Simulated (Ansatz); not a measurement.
**A geometry optimisation of H3InO with PBE0-D4/def2-TZVP**

The starting geometry of this gas-phase singlet was optimised with GFN2-xTB.

```xyz
5

In   -0.2576   -1.1372   -0.6833
O    -0.1024    1.1801    0.2796
H    -0.3405    0.5388    0.9807
H    -0.7027   -1.1706    1.4535
H    -0.0594    2.0455    0.6926
```

Predict what it relaxes into with PBE0-D4/def2-TZVP.

A new bond forms, giving a structure given below by its coordinates. Contacts that close: In1–H4 (2.18 → 1.90 Å).

The energy falls by 0.27 eV over 13 steps:

```
step  E − E(last) (eV)
   1             0.265
   2             0.060
   4             0.025
   5             0.022
   6             0.020
   8             0.007
   9             0.002
  10             0.000
  12             0.000
  13             0.000
```

Final geometry (Å):

```xyz
5

In   -0.3122   -1.1813   -0.6484
O     0.1732    1.1625    0.5187
H    -0.2471    0.6603    1.2360
H    -0.7590   -1.1673    1.1962
H    -0.3173    1.9825    0.4206
```

The end wasn't checked by frequencies. Atoms past krypton carry core potentials, without spin–orbit terms. Run with Ansatz 0.2.0, 58 s on 1 thread of Intel(R) Xeon(R) Processor @ 2.50GHz (Skylake/Cascade Lake), with other jobs on the host.
